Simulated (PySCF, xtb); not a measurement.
C₄H₇BF₂, SMILES C1CCB(F)[C@@H]1F. One conformer was computed; it need not be the lowest.

Harmonic wavenumbers (cm⁻¹) from GFN2-xTB in xtb at its own minimum, in rising order: 71, 154, 186, 306, 380, 422, 516, 594, 727, 777, 830, 913, 958, 984, 1006, 1071, 1089, 1119, 1133, 1190, 1219, 1248, 1279, 1310, 1318, 1371, 1441, 1462, 1492, 2925, 2952, 2988, 3002, 3007, 3012, 3017.

**Question.** What does PBE0-D3(BJ)/def2-SVP in PySCF give at its own minimum? (An estimate is asked for; the answer gives what the named calculation found.)

**Answer.** 89, 165, 208, 337, 390, 412, 538, 615, 768, 800, 830, 891, 933, 981, 1000, 1042, 1105, 1132, 1150, 1227, 1268, 1290, 1317, 1340, 1354, 1389, 1438, 1463, 1474, 3029, 3052, 3080, 3112, 3124, 3133, 3139. Paired by order, the mean absolute difference is 38 cm⁻¹ and the zero-point energies are 67.9 and 69.5 kcal/mol.
